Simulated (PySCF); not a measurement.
A structure optimised at PBE-D3(BJ)/def2-SVP, used in a PySCF frequency run:

```
C
C 1 1.3482
H 2 1.1029 1 121.56
H 2 1.1033 3 116.62 1 180.00
H 1 1.1045 2 120.02 3 180.00
Si 1 1.8474 5 118.73 2 180.00
F 6 1.6302 1 108.75 5 180.00
Cl 6 2.0608 7 107.83 3 121.47
Cl 6 2.0608 7 107.83 3 -121.47
```
Charge 0, spin multiplicity 1.

Question: Write its SMILES, formula and point group.

Answer: C=C[Si](F)(Cl)Cl, C₂H₃Cl₂FSi, Cs

Question: What are its rotational constants (standard atomic weights)?

Answer: 1.8461, 1.6029, 1.1524 GHz
